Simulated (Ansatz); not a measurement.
H2O2Si, SMILES `O[Si]O` (lower singlet; H–O–Si–O torsion 0°, O–Si–O–H torsion 0°) (charge 0, multiplicity 1). This singlet lies 2.76 eV below the relaxed triplet at the level frozen-core CCSD(T)/cc-pVTZ // PBE0-D3(BJ)/def2-TZVP (Ansatz, an electronic-structure program).

Cartesian coordinates (Å):
SMILES: O[Si]O
```xyz
5

O      1.3148    -0.2076    -0.2203
Si    -0.0209    -1.1763    -0.2924
O     -1.3213    -0.1611    -0.2157
H      1.2794     0.7502    -0.1483
H     -1.2520     0.7948    -0.1440
```
Charge 0, multiplicity 1.

Question: Give the natural occupations of the active orbitals, the CASSCF energy and the corrected energy for Ansatz with frozen-core fic-MRCISD+Q@CASSCF(2e,2o)/cc-pVTZ // PBE0-D3(BJ)/def2-TZVP.

Answer: 
```
Quantity                        Value
-----------------------  ------------
natural occupations        1.92, 0.08
CASSCF energy            -439.9847 Ha
corrected energy         -440.5636 Ha
weight of the reference         0.894
```
